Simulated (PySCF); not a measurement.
SMILES Cc1ccc(O[SiH3])s1 (C5H8OSSi), GFN2-xTB optimised geometry.

```
16

C      3.23    -0.73     0.00
C      1.75    -0.73     0.00
C      0.90    -1.79     0.00
C     -0.47    -1.42     0.00
C     -0.66    -0.08     0.00
O     -1.82     0.57     0.00
Si    -2.17     2.16     0.00
S      0.86     0.77     0.00
H      3.62    -0.21     0.88
H      3.62    -0.23    -0.89
H      3.60    -1.75     0.01
H      1.23    -2.81     0.00
H     -1.29    -2.13     0.00
H     -1.64     2.79     1.21
H     -3.62     2.03    -0.02
H     -1.60     2.81    -1.17
```

Density from CAM-B3LYP/def2-TZVP in PySCF at that geometry.

Minimum of the electron density along straight lines between bonded atoms, close to the bond critical point (lines longer than 1.1 times the sum of covalent radii, or with two minima, are not listed):

```json
[
 {"bond": "C1–C2", "length / Å": "1.487", "ρ at the minimum / e bohr⁻³": "0.264", "∇²ρ there / e bohr⁻⁵": "-0.71", "position (fraction from the first atom)": "0.48"},
 {"bond": "C2–C3", "length / Å": "1.355", "ρ at the minimum / e bohr⁻³": "0.339", "∇²ρ there / e bohr⁻⁵": "-1.00", "position (fraction from the first atom)": "0.51"},
 {"bond": "C3–C4", "length / Å": "1.416", "ρ at the minimum / e bohr⁻³": "0.304", "∇²ρ there / e bohr⁻⁵": "-0.88", "position (fraction from the first atom)": "0.50"},
 {"bond": "C4–C5", "length / Å": "1.358", "ρ at the minimum / e bohr⁻³": "0.338", "∇²ρ there / e bohr⁻⁵": "-1.01", "position (fraction from the first atom)": "0.47"},
 {"bond": "C5–O6", "length / Å": "1.327", "ρ at the minimum / e bohr⁻³": "0.309", "∇²ρ there / e bohr⁻⁵": "-0.46", "position (fraction from the first atom)": "0.34"},
 {"bond": "O6–Si7", "length / Å": "1.633", "ρ at the minimum / e bohr⁻³": "0.137", "∇²ρ there / e bohr⁻⁵": "0.88", "position (fraction from the first atom)": "0.59"},
 {"bond": "C2–S8", "length / Å": "1.744", "ρ at the minimum / e bohr⁻³": "0.209", "∇²ρ there / e bohr⁻⁵": "-0.41", "position (fraction from the first atom)": "0.47"},
 {"bond": "C5–S8", "length / Å": "1.743", "ρ at the minimum / e bohr⁻³": "0.212", "∇²ρ there / e bohr⁻⁵": "-0.43", "position (fraction from the first atom)": "0.49"},
 {"bond": "C1–H9", "length / Å": "1.090", "ρ at the minimum / e bohr⁻³": "0.279", "∇²ρ there / e bohr⁻⁵": "-0.96", "position (fraction from the first atom)": "0.64"},
 {"bond": "C1–H10", "length / Å": "1.090", "ρ at the minimum / e bohr⁻³": "0.279", "∇²ρ there / e bohr⁻⁵": "-0.96", "position (fraction from the first atom)": "0.64"},
 {"bond": "C1–H11", "length / Å": "1.087", "ρ at the minimum / e bohr⁻³": "0.281", "∇²ρ there / e bohr⁻⁵": "-0.97", "position (fraction from the first atom)": "0.64"},
 {"bond": "C3–H12", "length / Å": "1.076", "ρ at the minimum / e bohr⁻³": "0.289", "∇²ρ there / e bohr⁻⁵": "-1.05", "position (fraction from the first atom)": "0.65"},
 {"bond": "C4–H13", "length / Å": "1.074", "ρ at the minimum / e bohr⁻³": "0.288", "∇²ρ there / e bohr⁻⁵": "-1.04", "position (fraction from the first atom)": "0.65"},
 {"bond": "Si7–H14", "length / Å": "1.463", "ρ at the minimum / e bohr⁻³": "0.128", "∇²ρ there / e bohr⁻⁵": "0.17", "position (fraction from the first atom)": "0.49"},
 {"bond": "Si7–H15", "length / Å": "1.452", "ρ at the minimum / e bohr⁻³": "0.131", "∇²ρ there / e bohr⁻⁵": "0.18", "position (fraction from the first atom)": "0.49"},
 {"bond": "Si7–H16", "length / Å": "1.463", "ρ at the minimum / e bohr⁻³": "0.128", "∇²ρ there / e bohr⁻⁵": "0.17", "position (fraction from the first atom)": "0.49"}
]
```
